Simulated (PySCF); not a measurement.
Saddle point of SnH$_{5}$F, singlet (SnH₃F ([F][SnH3]) + H₂ → SnH₄ + HF; bonds formed: Sn1–H7, F2–H6; bonds broken: Sn1–F2, H6–H7), PBE0-D4/def2-TZVP structure:

```xyz
7
angstrom
Sn -0.5227 -0.2805 -0.1699
F 0.5167 1.4956 0.6573
H -0.2070 -1.4136 -1.4166
H -0.9324 -1.0186 1.2990
H -1.6257 0.8693 -0.7599
H 1.2869 0.6153 0.3725
H 1.4842 -0.2675 0.0175
```

Energies are electronic, without zero-point energy. Barriers and step energies count from the start structure reached by relaxing down the imaginary mode; all methods use the PBE0-D4 structures, on which another method's saddle can fall below an end. Program: PySCF 2.14 with density fitting (its default auxiliary sets; JK sets also for MP2 and CCSD(T)). Basis: def2-TZVPP, with def2-QZVPP for the basis limit. Cores are frozen in the correlated methods. Filled d shells of the heavier atoms are correlated. Core potentials replace the inner electrons of the atoms past krypton. The def2 sets are not built for correlating such inner shells, so the correlated values are less sure here. B3LYP uses VWN-RPA correlation. Extrapolation: Hartree–Fock as exp(−7.88 √X), correlation as X^−2.97.

| method | barrier (kJ/mol) | step energy (kJ/mol) |
| --- | --- | --- |
| SPW92 | 90.4 | 7.1 |
| PBE-D4 | 126.4 | 26.6 |
| r2SCAN-D4 | 139.4 | 34.5 |
| PBE0-D4 | ? | 20.4 |
| B3LYP-D4 | 151.2 | 31.8 |
| BHLYP-D4 | ? | 28.8 |
| wB97M-V | 151.3 | 29.1 |
| HF | 207.4 | 30.9 |
| MP2 | ? | 23.9 |
| CCSD | 165.8 | 19.2 |
| CCSD(T) | 158.2 | 20.6 |

Fill in the withheld barriers. (An estimate is asked for; the value comes from the calculation.)

Computed: PBE0-D4 139.2; MP2 158.1; BHLYP-D4 166.0 kJ/mol. Each is the energy of the saddle less that of the start structure, by the same method.

For comparison, the barrier by CCSD(T) at an estimated basis limit (MP2 extrapolated from triple and quadruple zeta, plus CCSD(T) − MP2 in triple zeta) is 157.1 kJ/mol.

T1 diagnostic: at most 0.015.

Labels in which every atom is bracketed show which atoms are joined, not bond orders.

For scale, one of the runs: CCSD(T)/def2-TZVPP, 151 basis functions, launched by `OMP_NUM_THREADS=4 python run.py`. The run took 88 s on 4 CPU threads of an INTEL XEON PLATINUM 8581C (shared host), with 1.3 GiB of host memory at its peak.
